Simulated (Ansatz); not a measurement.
Cost and result up the ladder for CaO₂H₂ (5 atoms). Charge 0, multiplicity 1. Geometry: PBE0-D4/def2-TZVP.

```xyz
5

Ca   -0.100    0.791    0.749
O     1.198   -0.623   -0.151
O     0.320   -0.190   -1.246
H    -1.443    1.049    2.265
H     0.026   -1.028   -1.617
```

Ansatz on 4 threads of Intel Xeon 6975P-C on a shared host. Times are rough, and most runs start from the orbitals of an earlier one. PBE0-D4/def2-TZVP serves as the yardstick here, not as an exact answer. Binding counts from free atoms at the same level (Ca singlet, O triplet, H doublet; other spins of the atoms weren't run), without zero-point energy or a counterpoise term.

LC-ωPBE has ω = 0.4 bohr⁻¹. Correlated methods freeze 7 core orbitals; core or outer-core shells of Ca are correlated, in sets that lack core-valence functions. The structure holds 1 bond(s) between oxygen atoms. Another isomer (singlet) lies 4.76 eV lower at PBE0-D4/def2-TZVP; other spin states weren't run for this one.

Correlated methods converge slowly with the basis.

| level | functions | wall time | binding energy per atom (eV) | difference from PBE0-D4/def2-TZVP (eV) |
| --- | --- | --- | --- | --- |
| PBE-D4/def2-TZVP (with forces) | 110 | 0.4 s | 2.81 | 0.19 |
| PBE0-D4/def2-TZVP | 110 | 0.45 s | 2.62 | 0.00 |
| LC-ωPBE/def2-TZVP | 110 | 0.45 s | 2.70 | 0.08 |
| r2SCAN-D4/def2-TZVP | 110 | 0.65 s | 2.74 | 0.12 |
| B97M-V/def2-TZVP | 110 | 1.1 s | 2.71 | 0.09 |
| CCSD(T)/def2-TZVPP | 126 | 2.3 s | 2.50 | -0.11 |
